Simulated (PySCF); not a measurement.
**S²⁺: excitation energy**

S²⁺ [Ne] 3s2 3p2 (3P) → S²⁺ [Ne] 3s1 3p3 (5S), as a difference of total energies. Computed with PySCF 2.14 in aug-cc-pVTZ-DK (6s5p3d2f, 50 functions), with scalar relativity by spin-free X2C-1e. Correlated levels: valence: [Ne] frozen. The calculations carry no spin-orbit coupling.

```csv
method,excitation energy (eV)
UHF,5.402
LDA,7.470
PBE,7.361
PBE0,7.113
r2SCAN,6.382
CAM-B3LYP,7.749
HSE06,7.139
LC-wPBE,7.062
BHandHLYP,7.576
MP2 (valence),6.575
SCS-MP2 (valence),7.126
```

Problem. How much does correlation contribute at MP2 (valence)?

Solution. 6.575 − (5.402) = 1.173 eV, measured against UHF.

A first-order spin-orbit estimate (lowest level to lowest level, LS coupling) adds 0.062 eV.
